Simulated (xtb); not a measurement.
xtb input (GFN1-xTB):

```bash
xtb mol.xyz --gfn 1 --sp --chrg 0 --uhf 0
```
mol.xyz:
```
9

Al     0.03602880     0.03405350     0.00181000
C     -1.43681321    -1.21963383    -0.10851138
H     -1.12655911    -2.14217570    -0.60566188
H     -2.27937908    -0.80344543    -0.66234328
H     -1.78683208    -1.50102281     0.88753602
O     -0.08989025     1.52863229    -0.80227111
H      0.57525313     2.21675495    -0.81644680
O      1.41134467    -0.40600229     0.90198129
H      2.19838674     0.12395652     1.02677275
```

Output:

```
           -------------------------------------------------
          |                Calculation Setup                |
           -------------------------------------------------

           -------------------------------------------------
          |                 G F N 1 - x T B                 |
           -------------------------------------------------

        Reference                      10.1021/acs.jctc.7b00118
      * Hamiltonian:
        H0-scaling (s, p, d)           1.850000    2.250000    2.000000
        zeta-weighting                 0.000000
      * Dispersion:
        s8                             2.400000
        a1                             0.630000
        a2                             5.000000
        s9                             0.000000
      * Repulsion:
        kExp                           1.500000
        rExp                           1.000000
      * Coulomb:
        alpha                          2.000000
        third order                    atomic
        anisotropic                    false
      * Halogen bond correction:
        rad-scale                      1.300000
        damping                        0.440000

          ...................................................
          :                      SETUP                      :
          :.................................................:
          :  # basis functions                  32          :
          :  # atomic orbitals                  31          :
          :  # shells                           19          :
          :  # electrons                        24          :
          :  # halogen bonds                     0          :
          :  max. iterations                   250          :
          :  Hamiltonian                  GFN1-xTB          :
          :  restarted?                      false          :
          :  GBSA solvation                  false          :
          :  PC potential                    false          :
          :  electronic temp.          300.0000000     K    :
          :  accuracy                    1.0000000          :
          :  -> integral cutoff          0.2500000E+02      :
          :  -> integral neglect         0.1000000E-07      :
          :  -> SCF convergence          0.1000000E-05 Eh   :
          :  -> wf. convergence          0.2000000E-04 e    :
          :  Broyden damping             0.4000000          :
          :  net charge                          0          :
          :  unpaired electrons                  0          :
          ...................................................

 iter      E             dE          RMSdq      gap      omega  full diag
   1    -15.7169286 -0.157169E+02  0.679E+00    5.90       0.0  T
   2    -15.7201773 -0.324875E-02  0.415E+00    6.01       1.0  T
   3    -15.7203466 -0.169302E-03  0.172E-01    5.95       1.0  T
   4    -15.7205134 -0.166761E-03  0.101E-01    5.99       1.0  T
   5    -15.7205368 -0.234169E-04  0.169E-02    5.98       2.0  T
   6    -15.7205374 -0.659255E-06  0.282E-04    5.98     118.3  T
   7    -15.7205374 -0.213969E-09  0.768E-05    5.98     433.9  T
   8    -15.7205374 -0.124523E-10  0.233E-05    5.98    1431.3  T

   *** convergence criteria satisfied after 8 iterations ***

         #    Occupation            Energy/Eh            Energy/eV
      -------------------------------------------------------------
         1        2.0000           -0.7442637             -20.2524
       ...           ...                  ...                  ...
         6        2.0000           -0.5253895             -14.2966
         7        2.0000           -0.5142681             -13.9939
         8        2.0000           -0.5097083             -13.8699
         9        2.0000           -0.5001453             -13.6096
        10        2.0000           -0.4884437             -13.2912
        11        2.0000           -0.4743051             -12.9065
        12        2.0000           -0.4425747             -12.0431 (HOMO)
        13                         -0.2227959              -6.0626 (LUMO)
        14                         -0.1228205              -3.3421
        15                         -0.1059695              -2.8836
        16                         -0.1033031              -2.8110
        17                         -0.1024341              -2.7874
       ...                                ...                  ...
        31                          1.1162481              30.3747
      -------------------------------------------------------------
                  HL-Gap            0.2197789 Eh            5.9805 eV
             Fermi-level           -0.3326853 Eh           -9.0528 eV

 SCC (total)                   0 d,  0 h,  0 min,  0.009 sec
 SCC setup                      ...        0 min,  0.000 sec (  1.651%)
 Dispersion                     ...        0 min,  0.000 sec (  0.737%)
 classical contributions        ...        0 min,  0.000 sec (  0.298%)
 integral evaluation            ...        0 min,  0.002 sec ( 26.244%)
 iterations                     ...        0 min,  0.002 sec ( 27.042%)
 molecular gradient             ...        0 min,  0.004 sec ( 41.080%)
 printout                       ...        0 min,  0.000 sec (  2.706%)

         :::::::::::::::::::::::::::::::::::::::::::::::::::::
         ::                     SUMMARY                     ::
         :::::::::::::::::::::::::::::::::::::::::::::::::::::
         :: total energy             -15.605968358759 Eh    ::
         :: gradient norm              0.019264272743 Eh/a0 ::
         :: HOMO-LUMO gap              5.980488023506 eV    ::
         ::.................................................::
         :: SCC energy               -15.720537442768 Eh    ::
         :: -> electrostatic           0.101596316588 Eh    ::
         :: repulsion energy           0.116553502848 Eh    ::
         :: dispersion energy         -0.001984418840 Eh    ::
         :: halogen bond corr.         0.000000000000 Eh    ::
         :: add. restraining           0.000000000000 Eh    ::
         :: total charge              -0.000000000000 e     ::
         :::::::::::::::::::::::::::::::::::::::::::::::::::::

           -------------------------------------------------
          |                Property Printout                |
           -------------------------------------------------

    * Orbital Energies and Occupations

         #    Occupation            Energy/Eh            Energy/eV
      -------------------------------------------------------------
         1        2.0000           -0.7442637             -20.2524
         2        2.0000           -0.7314392             -19.9035
         3        2.0000           -0.6171200             -16.7927
         4        2.0000           -0.5796145             -15.7721
         5        2.0000           -0.5782196             -15.7342
         6        2.0000           -0.5253895             -14.2966
         7        2.0000           -0.5142681             -13.9939
         8        2.0000           -0.5097083             -13.8699
         9        2.0000           -0.5001453             -13.6096
        10        2.0000           -0.4884437             -13.2912
        11        2.0000           -0.4743051             -12.9065
        12        2.0000           -0.4425747             -12.0431 (HOMO)
        13                         -0.2227959              -6.0626 (LUMO)
        14                         -0.1228205              -3.3421
        15                         -0.1059695              -2.8836
        16                         -0.1033031              -2.8110
        17                         -0.1024341              -2.7874
        18                         -0.0731978              -1.9918
Note: The following floating-point exceptions are signalling: IEEE_DENORMAL
normal termination of xtb
        19                         -0.0059098              -0.1608
        20                          0.0166101               0.4520
        21                          0.0720603               1.9609
        22                          0.0962238               2.6184
        23                          0.1647260               4.4824
       ...                                ...                  ...
        31                          1.1162481              30.3747
      -------------------------------------------------------------
                  HL-Gap            0.2197789 Eh            5.9805 eV
             Fermi-level           -0.3326853 Eh           -9.0528 eV

  Mulliken/CM5 charges         n(s)   n(p)   n(d)
     1Al    0.55238  0.50368   0.973  1.014  0.461
     2C    -0.15764 -0.26776   1.018  3.139  0.000
     3H     0.05108  0.10593   0.949  0.000  0.000
     4H     0.05153  0.10669   0.948  0.000  0.000
     5H     0.05119  0.10609   0.949  0.000  0.000
     6O    -0.62027 -0.80218   1.651  4.969  0.000
     7H     0.34632  0.52519   0.654  0.000  0.000
     8O    -0.62086 -0.80280   1.650  4.971  0.000
     9H     0.34627  0.52515   0.654  0.000  0.000

Wiberg/Mayer (AO) data.
largest (>0.10) Wiberg bond orders for each atom

 ---------------------------------------------------------------------------
     #   Z sym  total        # sym  WBO       # sym  WBO       # sym  WBO
 ---------------------------------------------------------------------------
     1  13 Al   3.489 --     6 O    1.137     8 O    1.136     2 C    1.031
     2   6 C    3.969 --     1 Al   1.031     4 H    0.945     5 H    0.940
                             3 H    0.939
     3   1 H    0.997 --     2 C    0.939
     4   1 H    0.997 --     2 C    0.945
     5   1 H    0.997 --     2 C    0.940
     6   8 O    2.083 --     1 Al   1.137     7 H    0.851
     7   1 H    0.882 --     6 O    0.851
     8   8 O    2.082 --     1 Al   1.136     9 H    0.851
     9   1 H    0.882 --     8 O    0.851
 ---------------------------------------------------------------------------

Topologies differ in total number of bonds
Writing topology from bond orders to xtbtopo.mol

 dipole moment from electron density (au)
     X       Y       Z
   0.5685   0.4626   0.0454  total (Debye):    1.867

           -------------------------------------------------
          | TOTAL ENERGY              -15.605968358759 Eh   |
          | GRADIENT NORM               0.019264272743 Eh/α |
          | HOMO-LUMO GAP               5.980488023506 eV   |
           -------------------------------------------------

------------------------------------------------------------------------
------------------------------------------------------------------------
 total:
 SCF:
```
